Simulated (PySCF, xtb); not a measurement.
CH5In, SMILES [CH3][InH2].

xtb with GFN2-xTB at its own geometry gives an orbital gap of 4.42 eV and a dipole moment of 2.02 D.

Coordinates come from a B3LYP-D3(BJ)/def2-TZVP optimisation. The def2 effective core potentials stand for the cores of In; spin–orbit coupling is left out.

Question: What does CAM-B3LYP/def2-TZVPD (PySCF) give? (An estimate is asked for; the answer gives what the named calculation found.)

Answer: gap 8.06 eV (levels -8.86 and -0.80 eV), dipole 0.62 D.
